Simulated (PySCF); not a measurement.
A small calculation by hand: chemical shift, span and skew from a shielding tensor

Al(CF3)(OH)2 (CH2AlF3O2), SMILES [OH][Al]([OH])[C](F)(F)F. Atoms are numbered in the order given.

```xyz
9

Al     0.3665     0.7826     0.5332
C     -0.3400    -0.7727    -0.5121
F     -1.6881    -0.8849    -0.3814
F      0.1806    -1.9625    -0.1370
F     -0.0933    -0.6470    -1.8407
O      1.3898     0.4236     1.8270
H      1.8384     0.9791     2.4677
O     -0.1596     2.2943    -0.0017
H      0.0025     3.1894     0.3018
```

Geometry: B3LYP-D3(BJ)/def2-SVP. The structure was generated by enumeration; whether it is a known compound was not checked. The values are those of a single conformer.

GIAO shieldings from HF/pcSseg-1 (PySCF), non-relativistic, no solvent. The symmetric part of the tensor of C2 has the principal values 62.0, 62.5, 86.3 ppm. The same nucleus in TMS has σ = 192.6 ppm at this level (PySCF, at its B3LYP-D3(BJ)/def2-TZVP geometry).

Work out the isotropic shielding, the ¹³C shift against TMS, the span and the skew.


σ(iso) = (σ11 + σ22 + σ33)/3 = 70.3 ppm. δ = σ(ref) − σ(iso) = 192.6 − (70.3) = 122.3 ppm.
Span Ω = σ33 − σ11 = 24.3 ppm. Skew κ = 3(σ(iso) − σ22)/Ω = 0.96. Tumbling in solution averages the tensor to δ; in a static solid the shielding alone would spread this spin-1/2 line over Ω.
